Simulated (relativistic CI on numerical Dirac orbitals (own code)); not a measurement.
## Ru⁴⁺: L2,3 absorption edge

Computed with this model: Dirac-Coulomb-Breit CI, KLI orbitals optimised for each configuration, model QED (radiative potential, 1s self-energy scaled to tabulated hydrogen-like ionisation energies), valence Slater integrals scaled by 0.9, multiplet model of core-to-valence dipole absorption; configurations [Kr] 4d4 → [He] 2s2 2p5 3s2 3p6 3d10 4s2 4p6 4d5; 80 K; Lorentzian 1.6 eV and Gaussian 0.5 eV FWHM. Energies are those of the free ion, without screening or charge transfer. The branching ratio is the share of the lower-energy edge in the whole absorption, uncertain by about 0.02 where the edges overlap. S is read from ⟨S²⟩ = S(S + 1).

Field parameters in Wybourne normalisation: Oh B⁴₀ = 21Dq, B⁴₄ = √(5/14) B⁴₀. The field is a parameter set, without covalency.

free ion: ground-state S = 1.98, centroid 2869.96 eV, branching ratio 0.811. Peaks (eV, height): 2842.8 (38), 2845.5 (100), 2975.2 (25).

Oh, 10Dq = 23650 cm⁻¹: ground-state S = 1.17, centroid 2869.47 eV, branching ratio 0.814. Peaks (eV, height): 2845.5 (100), 2973.8 (23).

Oh, 10Dq = 36250 cm⁻¹: ground-state S = 1.01, centroid 2874.59 eV, branching ratio 0.777. Peaks (eV, height): 2842.8 (57), 2846.5 (100), 2972.8 (16), 2975.2 (31).

Oh, 10Dq = 27150 cm⁻¹: ground-state S = 1.07, centroid 2871.68 eV, branching ratio 0.798. Peaks (eV, height): 2843.5 (51), 2845.8 (100), 2974.2 (26).

Oh, 10Dq = 16150 cm⁻¹: ground-state S = 1.87, centroid 2873.63 eV, branching ratio 0.782. Peaks (eV, height): 2845.2 (100), 2972.5 (15), 2974.2 (21).

The statistical ratio of this edge is 2/3 = 0.667. Values above it arise where the holes sit mainly in the j = l + 1/2 valence subshell or the ground state has high spin; values below it where core-valence Coulomb terms move weight to the upper edge, as in nearly empty shells. At deep edges of heavy elements the radial integrals of the two core levels differ, which raises the baseline.

Strongest unbroadened transitions for Oh, 10Dq = 27150 cm⁻¹:

```tsv
Energy (eV)	Relative strength
2843.16	98.8
2844.59	22.2
2844.97	13.3
2845.36	60.7
2845.48	25.2
2845.62	14.3
2845.64	51.5
2845.80	26.4
2846.17	100.0
2846.35	10.4
2847.67	50.1
2848.00	15.7
2973.12	29.2
2973.77	13.3
2974.24	24.2
2974.62	16.3
2974.94	8.6
2975.49	24.3
```
